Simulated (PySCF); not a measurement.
Input of a run (PBE0-D3(BJ)/def2-SVP geometry optimisation, gas phase (PySCF 2.14.0)), started from GFN2-xTB:
```
{"job": {"xc": "PBE0", "basis": "def2-SVP", "d3": "d3bj", "grid": 1, "maxiter": 30, "shake": 0.01, "kind": "geom"}, "charge": 0, "multiplicity": 1}
P      2.003500    -0.112630    -0.378810
Ge    -0.116600     0.895380    -0.268110
P     -1.963350    -0.333370     0.431660
H      1.512150    -1.294580    -0.847010
H      1.931750    -0.516520     0.928800
H     -0.441180     1.496410    -1.627030
H      0.010120     2.134600     0.607150
H     -1.626220    -1.392650    -0.401690
H     -1.252360    -0.893790     1.521320
```

Output (energies in Eh, forces in Eh/bohr):
```
step   0  E = -2762.32037569  max force = 0.035920
step   1  E = -2762.32557310  max force = 0.008486
step   2  E = -2762.32604165  max force = 0.001415
step   3  E = -2762.32607463  max force = 0.000636
step   4  E = -2762.32609281  max force = 0.001198
step   5  E = -2762.32610670  max force = 0.000988
step   6  E = -2762.32610959  max force = 0.000534
step   7  E = -2762.32612114  max force = 0.000451
step   8  E = -2762.32613674  max force = 0.000494
step   9  E = -2762.32614757  max force = 0.000596
step  10  E = -2762.32615203  max force = 0.000444
optimisation converged
```

Question: Summarise the run.

Answer: The energy falls by 3.6 kcal/mol over 11 energy and gradient evaluations, the largest force component goes from 0.0359 to 4.4e-04 Eh/bohr, and the atoms move by 0.112 Å rms after alignment. The bond that changes most is P1–H4 (three-coordinate phosphorus to P–H hydrogen), which lengthens by 0.068 Å. Bonds longer at the end by more than 0.005 Å: 6 of 8; shorter: 1. Among the angles that change most is H6–Ge2–H7, from 102.1° to 108.4°. Among the dihedrals that turn most is H4–P1–Ge2–H6, from -86° to -74°. The energy never rose by more than 1e-6 Eh on the way. The first step brought 90 % of the lowering.

Question: What are the final bond lengths?

Answer: P1–Ge2 2.329 Å, Ge2–P3 2.329 Å, P1–H4 1.430 Å, P1–H5 1.430 Å, Ge2–H6 1.541 Å, Ge2–H7 1.542 Å, P3–H8 1.430 Å, P3–H9 1.429 Å. Numbering counts from 1 in the input's order; the species is `[GeH2]([PH2])[PH2]`.

The run used 98 basis functions and 64 SCF cycles in all.

Not checked by PBE0-D3(BJ)/def2-SVP frequencies. The numbers are those of one conformer.
